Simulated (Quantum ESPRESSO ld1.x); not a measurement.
Task: The aim is the iridium ion Ir2+ in [Xe] 4f14 5d7. This ld1.x (Quantum ESPRESSO 7.5) run was made with `OMP_NUM_THREADS=1 ld1.x < ld1.in > ld1.out`. Can the result be used? Name any fault.

```
 &input
    zed=77.0,
    iswitch=1,
    rel=2,
    dft='PBE',
    config='[Xe] 4f14 5d7',
    lsmall=.true.,
    rmax=6.0,
    prefix='ld1',
    max_out_wfc=37,
    file_charge='ld1.rho',
 /
```

Output (excerpt):

```
     Program LD1 v.7.5 starts

 classical turning point too close to mesh           5           2           2   [15 such lines]
 classical turning point too close to mesh           5           2          -3   [15 such lines]
     --------------------------- All-electron run ----------------------------

     dirac relativistic calculation

     atomic number is 77.00
     dft =PBE   lsd =0 sic =0 latt =0  beta=0.20 tr2=1.0E-14
     Exchange-correlation= PBE
                           (   1   4   3   4   0   0   0)
     mesh =1767 r(mesh) =   5.95478 a.u. xmin = -8.00 dx = 0.00800
     1 Ry =  13.60569312 eV, c = 137.03599908

     n l j   nl                  e(Ry)          e(Ha)          e(eV)
     Spin orbit split results
     1 0 0.5 1S 1( 2.00)     -5588.7366     -2794.3683    -76038.6353
     2 0 0.5 2S 1( 2.00)      -977.9454      -488.9727    -13305.6255
     2 1 0.5 2P 1( 2.00)      -936.7232      -468.3616    -12744.7689
     2 1 1.5 2P 1( 4.00)      -817.0807      -408.5403    -11116.9492
     3 0 0.5 3S 1( 2.00)      -229.6882      -114.8441     -3125.0672
     3 1 0.5 3P 1( 2.00)      -211.2490      -105.6245     -2874.1894
     3 1 1.5 3P 1( 4.00)      -185.0519       -92.5259     -2517.7591
     4 0 0.5 4S 1( 2.00)       -50.0007       -25.0003      -680.2938
     4 1 0.5 4P 1( 2.00)       -42.2244       -21.1122      -574.4928
     4 1 1.5 4P 1( 4.00)       -36.0288       -18.0144      -490.1963
     3 2 1.5 3D 1( 4.00)      -154.3198       -77.1599     -2099.6279
     3 2 2.5 3D 1( 6.00)      -148.6599       -74.3299     -2022.6207
     5 0 0.5 5S 1( 2.00)        -8.4630        -4.2315      -115.1453
     5 1 0.5 5P 1( 2.00)        -6.0265        -3.0133       -81.9952
     5 1 1.5 5P 1( 4.00)        -5.0309        -2.5155       -68.4495
     4 2 1.5 4D 1( 4.00)       -23.2974       -11.6487      -316.9772
     4 2 2.5 4D 1( 6.00)       -22.1475       -11.0738      -301.3323
     4 3 2.5 4F 1( 6.00)        -5.9593        -2.9797       -81.0807
     4 3 3.5 4F 1( 8.00)        -5.7301        -2.8651       -77.9620
     5 2 1.5 5D 1( 4.00)        -1.8401        -0.9200       -25.0354
     5 2 2.5 5D 1( 3.00)        -1.7438        -0.8719       -23.7258
     Averaged results
     1 0     1S 1( 2.00)     -5588.7366     -2794.3683    -76038.6353
     2 0     2S 1( 2.00)      -977.9454      -488.9727    -13305.6255
     2 1     2P 1( 6.00)      -856.9615      -428.4808    -11659.5557
     3 0     3S 1( 2.00)      -229.6882      -114.8441     -3125.0672
     3 1     3P 1( 6.00)      -193.7843       -96.8921     -2636.5692
     4 0     4S 1( 2.00)       -50.0007       -25.0003      -680.2938
     4 1     4P 1( 6.00)       -38.0940       -19.0470      -518.2951
     3 2     3D 1(10.00)      -150.9238       -75.4619     -2053.4236
     5 0     5S 1( 2.00)        -8.4630        -4.2315      -115.1453
     5 1     5P 1( 6.00)        -5.3628        -2.6814       -72.9647
     4 2     4D 1(10.00)       -22.6075       -11.3037      -307.5903
     4 3     4F 1(14.00)        -5.8283        -2.9142       -79.2986
     5 2     5D 1( 7.00)        -1.7823        -0.8912       -24.2496

     final scf error:  3.3E-15 reached in  58 iterations

     Etot =  -35714.166186 Ry,  -17857.083093 Ha, -485915.985267 eV

     Ekin =   40713.694857 Ry,   20356.847428 Ha,  553938.038124 eV
     Encl =  -89555.718665 Ry,  -44777.859333 Ha,-1218467.625570 eV
     Eh   =   13824.802153 Ry,    6912.401076 Ha,  188096.015574 eV
     Exc  =    -696.944530 Ry,    -348.472265 Ha,   -9482.413395 eV
```

Result: No (inaccurate). The line at issue: rmax=6.0. The mesh cuts the orbital tails; the run ends without a warning, but the energy is off by -0.0002715 hartree against the default mesh. The sound input gives -17857.08 hartree.
